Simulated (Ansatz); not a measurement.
`O[C]1([AlH2])CC1` + `C[SiH](N)Cl` → `C[SiH](Cl)[NH][AlH2]` + `OC1CC1`  (ligand exchange at the Al–C bond)

Computed with Ansatz on PBE0-D4/def2-TZVP structures; ΔE is electronic, products minus reactants. CCSD(T)/CBS is the MP2 limit (def2-TZVPP, def2-QZVPP) plus CCSD(T) − MP2 in def2-TZVPP, frozen cores. Functionals use def2-TZVPP. B3LYP here is the variant with VWN-RPA as its local correlation; programs differ in this. One conformer a species, not always the lowest.

`O[C]1([AlH2])CC1`:

Cartesian coordinates in Å:
```
O -0.038 0.234 -1.773
C -0.005 -0.035 -0.382
Al 0.147 -1.882 0.210
C -0.932 0.887 0.375
C 0.535 1.103 0.473
H 0.823 0.021 -2.140
H -0.081 -2.193 1.752
H 0.522 -3.029 -0.823
H -1.492 1.572 -0.250
H -1.470 0.509 1.237
H 0.949 1.935 -0.083
H 1.043 0.877 1.404
```

`C[SiH](N)Cl`:

Cartesian coordinates in Å:
```
C -0.600 -0.063 -1.274
Si 0.578 0.246 0.123
N 0.099 -0.645 1.496
Cl 0.624 2.304 0.432
H -0.312 0.517 -2.153
H -0.610 -1.123 -1.537
H -1.614 0.235 -0.995
H 1.979 -0.127 -0.178
H -0.863 -0.626 1.800
H 0.720 -0.718 2.287
```

`C[SiH](Cl)[NH][AlH2]`:

Cartesian coordinates in Å:
```
C 0.340 -0.638 -1.949
Si -0.111 -0.767 -0.153
Cl 0.814 -2.480 0.567
N 0.354 0.610 0.754
Al -0.562 1.472 2.023
H 0.042 -1.541 -2.487
H -0.157 0.221 -2.405
H 1.419 -0.517 -2.068
H -1.564 -0.960 0.060
H 1.302 0.925 0.591
H 0.157 2.688 2.735
H -2.032 0.987 2.334
```

`OC1CC1`:

Cartesian coordinates in Å:
```
O 0.258 -1.655 -0.385
C 0.379 -0.270 -0.465
C -0.759 0.592 -0.017
C 0.480 0.451 0.828
H -0.322 -1.947 -1.094
H 0.989 0.090 -1.291
H -0.937 1.528 -0.532
H -1.648 0.082 0.332
H 1.161 1.289 0.903
H 0.399 -0.159 1.719
```

```
             level  ΔE (kJ/mol)  difference from CCSD(T)/CBS
            PBE-D4       -107.5                          9.3
          B3LYP-D4       -116.5                          0.3
           ωB97X-V       -116.0                          0.8
            B2PLYP       -119.1                         -2.3
               PBE       -107.6                          9.2
            r2SCAN       -115.7                          1.1
              PBE0       -112.8                          4.0
             B3LYP       -116.9                         -0.1
    MP2/def2-TZVPP       -120.0                         -3.2
   CCSD/def2-TZVPP       -121.7                         -4.9
CCSD(T)/def2-TZVPP       -119.7                         -2.9
     HF/def2-QZVPP       -130.5                        -13.7
    MP2/def2-QZVPP       -118.5                         -1.7
      HF/CBS(def2)       -130.6                        -13.8
     MP2/CBS(def2)       -117.1                         -0.3
    CCSD/CBS(def2)       -118.8                         -2.0
       CCSD(T)/CBS       -116.8                            0
```

Largest T1 diagnostic among the species: 0.010.

In def2-TZVPP, CCSD(T) changes the Hartree–Fock value by +10.3 kJ/mol (the triples alone add +2.0 kJ/mol) and MP2 by +10.1 kJ/mol. From PBE to PBE0 (25 % exact exchange), in def2-TZVPP and without D4, ΔE moves by −5.2 kJ/mol.
